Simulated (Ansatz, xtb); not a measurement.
## Two structures of FH6OSi2+

Structure I: `F[SiH2][OH+][SiH3]`, a singlet. Structure II: a singlet given by its coordinates. Both are isolated ions in the gas phase, relaxed with BLYP-D3(BJ)/def2-SVP; the shapes shown needn't be the lowest conformers.

I (Å):

```xyz
10

F    -1.0061   -0.3291    1.3812
O    -0.1756   -0.3595   -1.1509
Si   -0.4436   -1.4026    0.3157
Si    0.8707    1.1650   -1.2628
H    -1.4704   -2.3505   -0.1680
H     0.9142   -1.8608    0.6726
H    -0.8030   -0.5063   -1.8962
H     1.5438    0.9991   -2.5753
H     1.7191    0.9590   -0.0630
H    -0.1045    2.2809   -1.1777
```

II (Å):

```xyz
10

F    -0.0401    0.0152    0.0537
O     1.4891   -0.9755    2.0455
Si    1.0126    0.0904   -1.4196
Si   -0.0993   -0.8124    1.6980
H     1.9897   -0.3563    2.6125
H    -0.6915   -2.1005    1.2910
H     0.0467    0.6246   -2.4085
H    -0.8893    0.1955    2.4413
H     2.0867    1.0131   -0.9768
H     1.4052   -1.3324   -1.5759
```

Close contacts (Å): F1–Si3 1.81, F1–Si4 1.84, O2–Si4 1.63, O2–H5 0.98, Si3–H7 1.48, Si3–H9 1.48, Si3–H10 1.48, Si4–H6 1.47, Si4–H8 1.48.

Q: Which of the two would you expect CCSD(T)/def2-SVP + ΔMP2/def2-TZVPP electronic energies to favour?

A: Structure I; the calculation gives E(II) − E(I) = +11.1 kcal/mol.

How the difference moves with the method:

| level | geometry | E(II) − E(I) (kcal/mol) | departure from the last row (kcal/mol) | job, with rough time for the two |
| --- | --- | --- | --- | --- |
| BLYP-D3(BJ)/def2-SVP | BLYP-D3(BJ)/def2-SVP | +9.1 | −2.0 | optimisation, 2.4 min |
| HF/def2-SVP | BLYP-D3(BJ)/def2-SVP | +8.6 | −2.5 | part of the CCSD(T) run |
| MP2/def2-SVP | BLYP-D3(BJ)/def2-SVP | +10.1 | −1.0 | part of the CCSD(T) run |
| CCSD(T)/def2-SVP | BLYP-D3(BJ)/def2-SVP | +9.8 | −1.3 | single point |
| CCSD(T)/def2-SVP + ΔMP2/def2-TZVPP | BLYP-D3(BJ)/def2-SVP | +11.1 |  | single point, 30 s |

None of the levels shown reverses the order. The largest departure from CCSD(T)/def2-SVP + ΔMP2/def2-TZVPP is that of HF/def2-SVP, 2.5 kcal/mol. Levels run at GFN2-xTB geometries aren't shown. The last row adds to CCSD(T) the change of the MP2 difference between the two basis sets, here +1.3 kcal/mol.

With harmonic frequencies from BLYP-D3(BJ)/def2-SVP (ideal gas, rigid rotor, one conformer each, 200 K, 1 atm): on the last row, ΔE + ΔZPE = +10.2 kcal/mol. A mode under 50 cm⁻¹ makes harmonic enthalpies and free energies unreliable, so none is given.

The correlated steps freeze 12 core orbitals. Codes used: Ansatz 0.2.0; the last row on 1 thread of Arm Neoverse V1 on a shared host.
